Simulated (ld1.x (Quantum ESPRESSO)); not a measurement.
Configuration tests for In (TM)

```json
{
  "Element": "In (Z = 49)",
  "Generator": "ld1.x (Quantum ESPRESSO) 7.5",
  "Type": "norm-conserving Troullier–Martins (Kleinman–Bylander form)",
  "Functional": "LDA (PZ)",
  "Relativity": "fully relativistic",
  "Frozen core": "[Kr] 4d10",
  "Valence charge": "3",
  "Reference configuration": "5s2 5p0 (charge +1)",
  "Partial waves": "5p (bound, empty): rc 2.10 bohr; 5s (bound): rc 1.90 bohr",
  "Local potential": "the s channel",
  "Core correction": "none"
}
```

Open shells are filled in proportion to 2j + 1 (rel_dist='average').

Energies are relative to the spin-unpolarised reference configuration 5s2 5p0; without spin polarisation the order of configurations can differ from experiment.

(1) Give the all-electron excitation energy and the error of the potential for: 5s2 5p1; 5s1 5p0; 5s2 5p0.5; 5s1 5p2; 5s2 5p1.3; 5s0 5p3; 5s1 5p1.

Answers

(1)

| valence configuration | charge | ΔE all-electron (eV) | error AE − PS (meV) |
| --- | --- | --- | --- |
| 5s2 5p1 | 0 | -5.606 | +22 |
| 5s1 5p0 | +2 | 19.661 | +116 |
| 5s2 5p0.5 | +0.5 | -3.555 | +7.6 |
| 5s1 5p2 | 0 | 0.319 | +47 |
| 5s2 5p1.3 | -0.3 | -6.190 | +30 |
| 5s0 5p3 | 0 | 6.529 | +132 |
| 5s1 5p1 | +1 | 6.681 | +29 |
